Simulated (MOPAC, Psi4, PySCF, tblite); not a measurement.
Approach curve of the dimer C3H8 ··· H2Se (SMILES CCC and [SeH2]). Monomers: optimised at B3LYP-D3(BJ) (def2-TZVP), held rigid. Orientation: lowest of the rigid-body minima from ten starts at GFN2-xTB. R is the distance of the centres of mass, along which the second monomer moves.

Geometry at R = 3.82 Å (first 11 atoms: monomer A):
```
14

C     -1.2088     0.4546    -0.0041
C     -0.0604    -0.4744    -0.3891
C      1.2537    -0.1026     0.2928
H     -1.3872     0.4312     1.0739
H     -0.9848     1.4888    -0.2776
H     -2.1384     0.1722    -0.5018
H     -0.3245    -1.5049    -0.1335
H      0.0747    -0.4557    -1.4746
H      1.5584     0.9132     0.0288
H      2.0612    -0.7783     0.0047
H      1.1561    -0.1441     1.3805
Se    -0.4129    -1.3882     3.5212
H     -0.7786    -2.0614     2.2662
H     -1.1621    -2.3780     4.3092
```

Methods: GFN2-xTB (tblite); BLYP/def2-TZVP, counterpoise-corrected (Psi4); PM6, restricted, heats of formation (MOPAC); RHF/3-21G = restricted Hartree-Fock/3-21G, no counterpoise correction run with PySCF; AM1, restricted, heats of formation (MOPAC).

Interaction energies in kJ/mol (negative: bound); R is the distance of the centres of mass, d the H7···H13 distance.

```
R / Å  d / Å  GFN2-xTB  BLYP/def2-TZVP    PM6  RHF/3-21G    AM1
-----  -----  --------  --------------  -----  ---------  -----
3.24    1.93      0.79           31.13  30.44      32.46   1.49
3.41    2.10     -7.21           19.26  18.71      17.52  -1.95
3.64    2.33    -11.19           10.42   9.02       6.66  -2.45
3.82    2.50    -11.46            6.75   4.62       2.45  -1.72
3.99    2.67    -10.61            4.69   2.11       0.40  -1.01
4.19    2.87     -9.06            3.26   0.46      -0.67  -0.46
4.53    3.21     -6.33            2.04  -0.59      -0.95  -0.09
4.83    3.51     -4.38            1.48  -0.69      -0.67  -0.05
5.33    4.00     -2.27            0.89  -0.48      -0.22  -0.07
6.04    4.71     -0.90            0.38  -0.26      -0.01  -0.06
7.01    5.68     -0.29            0.10  -0.13       0.01  -0.03
8.29    6.95     -0.09            0.02  -0.06       0.01  -0.01
```

Lowest grid point: GFN2-xTB -11.46 kJ/mol at R = 3.82 Å; BLYP/def2-TZVP 0.02 kJ/mol at R = 8.29 Å; PM6 -0.69 kJ/mol at R = 4.83 Å; RHF/3-21G -0.95 kJ/mol at R = 4.53 Å; AM1 -2.45 kJ/mol at R = 3.64 Å.
